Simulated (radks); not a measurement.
Species: Fe XXIV. Configuration: [He] 2s1.

Method: scalar-relativistic Kohn-Sham, Slater X-alpha with alpha = 0.623, spin-polarised, spherical densities, point nucleus; open shells are filled with parallel spins first; computed with a radial shooting solver on a logarithmic mesh with Libxc functionals.

Energy parts (Ry):
total: -1475.09421
kinetic: 1501.06070
electron-nucleus: -3035.45718
Hartree: 89.48408
exchange: -30.18181

Orbitals (lengths in bohr, moments of r in powers of bohr):
1s up: occ. 1; eigenvalue (Ry) -624.6367; <r^4> 0.00005237
1s down: occ. 1; eigenvalue (Ry) -624.0952; <r^4> 0.00005213
2s up: occ. 1; eigenvalue (Ry) -146.9388; <r^4> 0.007456
2s down: occ. 0; eigenvalue (Ry) -144.1864; <r^4> 0.007584

The highest occupied level is 2s up at -1999.2 eV. The density falls to 0.001 e/bohr^3 at r = 0.70 bohr.
